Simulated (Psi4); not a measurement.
Input for Psi4: SAPT0/aug-cc-pVDZ on C2H8Ge (a complex), monomers drawn apart or pushed together.

```
memory 2025 MB

molecule dimer {
0 1
C     0.37314402    0.25876232    0.06213617
C    -0.34393599   -0.83910783    0.24960452
H    -0.07468209    1.17791070   -0.29574088
H     1.43727313    0.28469253    0.26315393
H     0.10391927   -1.75658241    0.61181444
H    -1.40888836   -0.86497179    0.05307955
--
0 1
Ge   -0.02289850    0.44435310    4.36222373
H    -0.02626429    1.79463406    3.63304438
H     1.22489076   -0.35661252    3.96451774
H    -1.28524224   -0.34702361    3.99434379
H    -0.00106742    0.68763188    5.88174572
units angstrom
symmetry c1
no_reorient
no_com
}

set {
  basis aug-cc-pVDZ
  scf_type df
  freeze_core true
}

energy('sapt0')
```

The log:

```
[...]
==> Input File <==

--------------------------------------------------------------------------
memory 2025 MB

molecule dimer {
0 1
C     0.37314402    0.25876232    0.06213617
C    -0.34393599   -0.83910783    0.24960452
H    -0.07468209    1.17791070   -0.29574088
H     1.43727313    0.28469253    0.26315393
H     0.10391927   -1.75658241    0.61181444
H    -1.40888836   -0.86497179    0.05307955
--
0 1
Ge   -0.02289850    0.44435310    4.36222373
H    -0.02626429    1.79463406    3.63304438
H     1.22489076   -0.35661252    3.96451774
H    -1.28524224   -0.34702361    3.99434379
H    -0.00106742    0.68763188    5.88174572
units angstrom
symmetry c1
no_reorient
no_com
}

set {
  basis aug-cc-pVDZ
  scf_type df
  freeze_core true
}

energy('sapt0')
--------------------------------------------------------------------------


   => Loading Basis Set <=

    Name: AUG-CC-PVDZ
    Role: ORBITAL
    Keyword: BASIS
    atoms 1-2       entry C          line   182 file aug-cc-pvdz.gbs
    atoms 3-6, 8-11 entry H          line    40 file aug-cc-pvdz.gbs
    atoms 7         entry GE         line  2999 file aug-cc-pvdz.gbs

   => Loading Basis Set <=

    Name: AUG-CC-PVDZ
    Role: ORBITAL
    Keyword: BASIS
    atoms 1-2       entry C          line   182 file aug-cc-pvdz.gbs
    atoms 3-6, 8-11 entry H          line    40 file aug-cc-pvdz.gbs
    atoms 7         entry GE         line  2999 file aug-cc-pvdz.gbs


  //>>>>>>>>>>>>>>>>>>>>>>>>>>>>>>>>>>>//
  //              Dimer HF             //
  //<<<<<<<<<<<<<<<<<<<<<<<<<<<<<<<<<<<//

   => Libint2 <=

    Primary   basis highest AM E, G, H:  7, 6, 3
    Auxiliary basis highest AM E, G, H:  7, 7, 4
    Onebody   basis highest AM E, G, H:  -, -, -
    Solid Harmonics ordering:            Gaussian


   => Loading Basis Set <=

    Name: AUG-CC-PVDZ
    Role: ORBITAL
    Keyword: BASIS
    atoms 1-2       entry C          line   182 file aug-cc-pvdz.gbs
    atoms 3-6, 8-11 entry H          line    40 file aug-cc-pvdz.gbs
    atoms 7         entry GE         line  2999 file aug-cc-pvdz.gbs


         ---------------------------------------------------------
                                   SCF
               by Justin Turney, Rob Parrish, Andy Simmonett
                          and Daniel G. A. Smith
                              RHF Reference
                        1 Threads,   1931 MiB Core
         ---------------------------------------------------------

  ==> Geometry <==

    Molecular point group: c1
    Full point group: C1

    Geometry (in Angstrom), charge = 0, multiplicity = 1:

       Center              X                  Y                   Z               Mass
    ------------   -----------------  -----------------  -----------------  -----------------
         C            0.373144020000     0.258762320000     0.062136170000    12.000000000000
         C           -0.343935990000    -0.839107830000     0.249604520000    12.000000000000
         H           -0.074682090000     1.177910700000    -0.295740880000     1.007825032230
         H            1.437273130000     0.284692530000     0.263153930000     1.007825032230
         H            0.103919270000    -1.756582410000     0.611814440000     1.007825032230
         H           -1.408888360000    -0.864971790000     0.053079550000     1.007825032230
         GE          -0.022898500000     0.444353100000     4.362223730000    73.921177761000
         H           -0.026264290000     1.794634060000     3.633044380000     1.007825032230
         H            1.224890760000    -0.356612520000     3.964517740000     1.007825032230
         H           -1.285242240000    -0.347023610000     3.994343790000     1.007825032230
         H           -0.001067420000     0.687631880000     5.881745720000     1.007825032230

  Running in c1 symmetry.

  Rotational constants: A =      0.58633  B =      0.01116  C =      0.01106 [cm^-1]
  Rotational constants: A =  17577.88015  B =    334.67520  C =    331.51302 [MHz]
  Nuclear repulsion =  148.442082146669748

  Charge       = 0
  Multiplicity = 1
  Electrons    = 52
  Nalpha       = 26
  Nbeta        = 26

  ==> Algorithm <==

  SCF Algorithm Type is DF.
  DIIS enabled.
  MOM disabled.
  Fractional occupation disabled.
  Guess Type is SAD.
  Energy threshold   = 1.00e-08
  Density threshold  = 1.00e-08
  Integral threshold = 1.00e-12

  ==> Primary Basis <==

  Basis Set: AUG-CC-PVDZ
    Blend: AUG-CC-PVDZ
    Number of shells: 72
    Number of basis functions: 154
    Number of Cartesian functions: 161
    Spherical Harmonics?: true
    Max angular momentum: 2

   => Loading Basis Set <=

    Name: (AUG-CC-PVDZ AUX)
    Role: JKFIT
    Keyword: DF_BASIS_SCF
    atoms 1-2       entry C          line   154 file aug-cc-pvdz-jkfit.gbs
    atoms 3-6, 8-11 entry H          line    70 file aug-cc-pvdz-jkfit.gbs
    atoms 7         entry GE         line  1047 file aug-cc-pvdz-jkfit.gbs

  ==> Integral Setup <==

  DFHelper Memory: AOs need 0.115 GiB; use
[...]
3.226444   144A      3.275676
     145A      3.463489   146A      3.477816   147A      3.960274
     148A      4.027245   149A      4.238138   150A      5.196890
     151A      5.261790   152A      5.665460   153A     18.139884
     154A     18.919414

    Final Occupation by Irrep:
              A
    DOCC [    18 ]
    NA   [    18 ]
    NB   [    18 ]

  @DF-RHF Final Energy: -2077.11559130556634

   => Energetics <=

    Nuclear Repulsion Energy =             45.3683333020375983
    One-Electron Energy =               -2986.3291806222632658
    Two-Electron Energy =                 863.8452560146595260
    Total Energy =                      -2077.1155913055663405

Computation Completed


Properties will be evaluated at   0.000000,   0.000000,   0.000000 [a0]

Properties computed using the SCF density matrix


 Multipole Moments:

 ------------------------------------------------------------------------------------
     Multipole            Electronic (a.u.)      Nuclear  (a.u.)        Total (a.u.)
 ------------------------------------------------------------------------------------

 L = 1.  Multiply by 2.5417464519 to convert [e a0] to [Debye]
 Dipole X            :          1.5485750           -1.5503978           -0.0018228
 Dipole Y            :        -30.2323153           30.2317044           -0.0006109
 Dipole Z            :       -296.8210895          296.8094767           -0.0116128
 Magnitude           :                                                    0.0117708

 ------------------------------------------------------------------------------------

  Constructing Basis Sets for SAPT...

   => Loading Basis Set <=

    Name: (AUG-CC-PVDZ AUX)
    Role: RIFIT
    Keyword: DF_BASIS_SAPT
    atoms 1-2       entry C          line   112 file aug-cc-pvdz-ri.gbs
    atoms 3-6, 8-11 entry H          line    30 file aug-cc-pvdz-ri.gbs
    atoms 7         entry GE         line   760 file aug-cc-pvdz-ri.gbs

   => Loading Basis Set <=

    Name: (AUG-CC-PVDZ AUX)
    Role: JKFIT
    Keyword: DF_BASIS_ELST
    atoms 1-2       entry C          line   154 file aug-cc-pvdz-jkfit.gbs
    atoms 3-6, 8-11 entry H          line    70 file aug-cc-pvdz-jkfit.gbs
    atoms 7         entry GE         line  1047 file aug-cc-pvdz-jkfit.gbs


  //>>>>>>>>>>>>>>>>>>>>>>>>>>>>>>>>>>>//
  //               SAPT0               //
  //<<<<<<<<<<<<<<<<<<<<<<<<<<<<<<<<<<<//



        SAPT0
    Ed Hohenstein
     6 June 2009

      Orbital Information
  --------------------------
    NSO        =       154
    NMO        =       154
    NRI        =       458
    NRI (Elst) =       622
    NOCC A     =         8
    NOCC B     =        18
    FOCC A     =         2
    FOCC B     =         9
    NVIR A     =       146
    NVIR B     =       136

    Elst10,r            =    -0.000823603908 [Eh]
    Exch10              =     0.000934075549 [Eh]
    Exch10 (S^2)        =     0.000932824267 [Eh]

    Maxiter = 50
    CPHF R converge = 1.000000E-08

    Iter     Energy [mEh]          dE [mEh]         Residual      Time [s]
       1      -0.47136135       0.471361354     2.282583e-03             0
       2      -0.56334171       0.091980352     3.840825e-04             0
       3      -0.56020797      -0.003133733     1.071108e-04             0
       4      -0.55999361      -0.000214364     2.241884e-05             0
       5      -0.56017702       0.000183414     4.461306e-06             0
       6      -0.56016998      -0.000007048     1.098075e-06             0
       7      -0.56016262      -0.000007358     2.553095e-07             0
       8      -0.56016403       0.000001415     5.806811e-08             0
       9      -0.56016399      -0.000000045     2.184275e-08             0
      10      -0.56016390      -0.000000089     4.807337e-09             0

    CHF Iterations converged

    Maxiter = 50
    CPHF R converge = 1.000000E-08

    Iter     Energy [mEh]          dE [mEh]         Residual      Time [s]
       1      -0.06835913       0.068359134     9.466352e-04             0
       2      -0.07669604       0.008336907     1.764809e-04             0
       3      -0.07725093       0.000554889     4.207524e-05             0
       4      -0.07715643      -0.000094502     7.515835e-06             0
       5      -0.07713121      -0.000025215     1.277540e-06             0
       6      -0.07713792       0.000006708     1.960795e-07             0
       7      -0.07713723      -0.000000691     3.422622e-08             1
       8      -0.07713730       0.000000070     5.043896e-09             1

    CHF Iterations converged

    Ind20,r (A<-B)      =    -0.000560163898 [Eh]
    Ind20,r (B<-A)      =    -0.000077137300 [Eh]
    Ind20,r             =    -0.000637301198 [Eh]
    Exch-Ind20,r (A<-B) =     0.000529991104 [Eh]
    Exch-Ind20,r (B<-A) =     0.000039046004 [Eh]
    Exch-Ind20,r        =     0.000569037107 [Eh]
    Disp20              =    -0.001695878350 [Eh]
    Disp20 (SS)         =    -0.000847939175 [Eh]
    Disp20 (OS)         =    -0.000847939175 [Eh]
    Exch-Disp20         =     0.000118022353 [Eh]
    Exch-Disp20 (SS)    =     0.000080267452 [Eh]
    Exch-Disp20 (OS)    =     0.000037754901 [Eh]

    SAPT Results
  --------------------------------------------------------------------------------------------------------
    Electrostatics                 -0.82360391 [mEh]      -0.51681925 [kcal/mol]      -2.16237176 [kJ/mol]
      Elst10,r                     -0.82360391 [mEh]      -0.51681925 [kcal/mol]      -2.16237176 [kJ/mol]

    Exchange                        0.93407555 [mEh]       0.58614126 [kcal/mol]       2.45241502 [kJ/mol]
      Exch10                        0.93407555 [mEh]       0.58614126 [kcal/mol]       2.45241502 [kJ/mol]
      Exch10(S^2)                   0.93282427 [mEh]       0.58535607 [kcal/mol]       2.44912978 [kJ/mol]

    Induction                      -0.14008136 [mEh]      -0.08790238 [kcal/mol]      -0.36778356 [kJ/mol]
      Ind20,r                      -0.63730120 [mEh]      -0.39991254 [kcal/mol]      -1.67323407 [kJ/mol]
      Exch-Ind20,r                  0.56903711 [mEh]       0.35707618 [kcal/mol]       1.49400672 [kJ/mol]
      delta HF,r (2)               -0.07181727 [mEh]      -0.04506602 [kcal/mol]      -0.18855622 [kJ/mol]

    Dispersion                     -1.57785600 [mEh]      -0.99011959 [kcal/mol]      -4.14266035 [kJ/mol]
      Disp20                       -1.69587835 [mEh]      -1.06417973 [kcal/mol]      -4.45252800 [kJ/mol]
      Exch-Disp20                   0.11802235 [mEh]       0.07406014 [kcal/mol]       0.30986765 [kJ/mol]
      Disp20 (SS)                  -0.84793918 [mEh]      -0.53208987 [kcal/mol]      -2.22626400 [kJ/mol]
      Disp20 (OS)                  -0.84793918 [mEh]      -0.53208987 [kcal/mol]      -2.22626400 [kJ/mol]
      Exch-Disp20 (SS)              0.08026745 [mEh]       0.05036859 [kcal/mol]       0.21074217 [kJ/mol]
      Exch-Disp20 (OS)              0.03775490 [mEh]       0.02369156 [kcal/mol]       0.09912548 [kJ/mol]

  Total HF                         -0.02960972 [mEh]      -0.01858038 [kcal/mol]      -0.07774031 [kJ/mol]
  Total SAPT0                      -1.60746572 [mEh]      -1.00869997 [kcal/mol]      -4.22040066 [kJ/mol]

  Special recipe for scaled SAPT0 (see Manual):
    Electrostatics sSAPT0          -0.82360391 [mEh]      -0.51681925 [kcal/mol]      -2.16237176 [kJ/mol]
    Exchange sSAPT0                 0.93407555 [mEh]       0.58614126 [kcal/mol]       2.45241502 [kJ/mol]
    Induction sSAPT0               -0.13778839 [mEh]      -0.08646352 [kcal/mol]      -0.36176336 [kJ/mol]
    Dispersion sSAPT0              -1.57738042 [mEh]      -0.98982116 [kcal/mol]      -4.14141172 [kJ/mol]
  Total sSAPT0                     -1.60469716 [mEh]      -1.00696267 [kcal/mol]      -4.21313182 [kJ/mol]
  --------------------------------------------------------------------------------------------------------



*** Psi4 exiting successfully. Buy a developer a beer!
```

The run finished.

Cost: about 29 core-seconds (a rough figure).
